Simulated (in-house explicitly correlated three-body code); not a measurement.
Computed with an exponentially correlated three-body code. Model: two electrons around a point charge, non-relativistic, variational in 260 exponentially correlated functions (energies converged to about 1e-7 hartree, or 1e-8 relative for large Z).

Relativity and QED, absent here, make up the difference from measurement.

Command:
```bash
python run_hyl.py task.json out
```
Settings (lengths in bohr, energies in hartree):
```
Z                      3
nuclear_mass           12786.39
interaction_strength   1
functions              260
states_tried           13
```

Time taken, with all properties: 44 s on 1 thread of Intel(R) Xeon(R) Platinum 8259CL CPU @ 2.50GHz (Skylake/Cascade Lake), on a shared host.

**Those bound S and P states to n = 4 that converged, binding against the one-electron ion.**

Given: nuclear charge 3; mass of the centre 12786 electron masses.

Computed: one-electron threshold -4.49964809 hartree.

```csv
term,energy (hartree),binding (eV),measured excitation (eV),excitation minus measured (eV)
1 1S,-7.27932152,75.639,-,-
2 3S,-5.11032633,16.617,59.021,0.00064579
2 1S,-5.04048084,14.717,-,-
2 3P,-5.02734637,14.359,61.281,-0.0013244
2 1P,-4.99294095,13.423,62.216,-0.00062528
3 3S,-4.75170446,6.8588,68.781,-0.00072589
3 1S,-4.73338544,6.3603,69.279,-0.0010499
3 3P,-4.73009589,6.2708,69.369,-0.0012168
3 1P,?,?,?,?
4 3S,-4.63677378,3.7314,-,-
4 1S,?,?,-,-
4 3P,-4.62810407,3.4955,-,-
4 1P,-4.62378739,3.378,-,-
```

Question: What belongs in the row 3 1P?

Answer: energy (hartree): -4.71983199; binding (eV): 5.9915; measured excitation (eV): 69.648; excitation minus measured (eV): -0.0010518.

Question: What belongs in the row 4 1S?

Answer: energy (hartree): -4.62942133; binding (eV): 3.5313.

**Converged states only, values per electron or pair.**

| term | mean r (bohr) | mean r squared (bohr²) | mean inverse r (1/bohr) | mean r12 (bohr) | mean inverse r12 (1/bohr) | mean cosine | mean p1 dot p2 (bohr⁻²) | delta r1 (bohr⁻³) | delta r12 (bohr⁻³) |
| --- | --- | --- | --- | --- | --- | --- | --- | --- | --- |
| 1 1S | 0.57282 | 0.44635 | 2.6877 | 0.86237 | 1.5676 | -0.043604 | 0.28873 | 6.8504 | 0.53364 |
| 2 3S | 1.494 | 3.7742 | 1.7804 | 2.5617 | 0.46202 | -0.012631 | 0.017537 | 4.5627 | - |
| 2 1S | 1.6443 | 4.6959 | 1.7595 | 2.8447 | 0.47609 | -0.014628 | 0.021619 | 4.5178 | 0.064271 |
| 2 3P | 1.4184 | 3.4656 | 1.7606 | 2.4283 | 0.50887 | -0.054612 | -0.3052 | 4.234 | - |
| 2 1P | ? | ? | ? | ? | ? | ? | ? | ? | ? |
| 3 3S | ? | ? | ? | ? | ? | ? | ? | ? | - |
| 3 1S | 3.462 | 23.603 | 1.6139 | 6.4492 | 0.21647 | -0.0045502 | 0.0062962 | 4.359 | 0.018773 |
| 3 3P | 3.2534 | 20.986 | 1.6141 | 6.0409 | 0.22426 | -0.014612 | -0.078568 | 4.2796 | - |
| 3 1P | 3.4063 | 23.111 | 1.61 | 6.3355 | 0.22055 | 0.0029533 | 0.073729 | 4.2984 | 0.003337 |
| 4 3S | 5.7265 | 67.645 | 1.5659 | 10.969 | 0.12175 | -0.0015554 | 0.0019406 | 4.3251 | - |
| 4 1S | 6.0314 | 75.378 | 1.5636 | 11.577 | 0.12277 | -0.0019345 | 0.0026226 | 4.3221 | 0.0078225 |
| 4 3P | 5.8379 | 71.047 | 1.5637 | 11.194 | 0.12579 | -0.0059213 | -0.031397 | 4.2894 | - |
| 4 1P | 6.0414 | 76.241 | 1.562 | 11.596 | 0.12437 | 0.0012185 | 0.030919 | 4.297 | 0.0014696 |

Question: What belongs in the row 2 1P?

Answer: mean r (bohr): 1.5221; mean r squared (bohr²): 4.0426; mean inverse r (1/bohr): 1.7464; mean r12 (bohr): 2.5928; mean inverse r12 (1/bohr): 0.49271; mean cosine: 0.010381; mean p1 dot p2 (bohr⁻²): 0.25103; delta r1 (bohr⁻³): 4.3056; delta r12 (bohr⁻³): 0.0098335.

Question: What belongs in the row 3 3S?

Answer: mean r (bohr): 3.2353; mean r squared (bohr²): 20.407; mean inverse r (1/bohr): 1.6195; mean r12 (bohr): 6.0001; mean inverse r12 (1/bohr): 0.2135; mean cosine: -0.0037522; mean p1 dot p2 (bohr⁻²): 0.0048023; delta r1 (bohr⁻³): 4.3678.
